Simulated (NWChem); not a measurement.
C7H7, doublet; SMILES c1(ccc[c]c1)C

Program: NWChem. Spin-unrestricted. Geometry: optimised at PBE0/def2-SVP, spin-unrestricted. Not confirmed as a minimum by frequencies. No stability test was run on the SCF state. Level: M05-2X/def2-SVP with SMD (1 M gas to 1 M solution), gas-phase geometry. Reactions with the solvent are ignored.

For solvent cyclohexane:

```yaml
solvation free energy (kcal/mol): -5.5
cavity-dispersion-structure term (kcal/mol): -3.5
dipole in solution (D): 1.41
```

### Question
How do the values read with solvent ethylene glycol instead?

### Answer
| Property | Result |
|---|---|
| solvation free energy (kcal/mol) | -1.8 |
| cavity-dispersion-structure term (kcal/mol) | 2.5 |
| dipole in solution (D) | 1.72 |
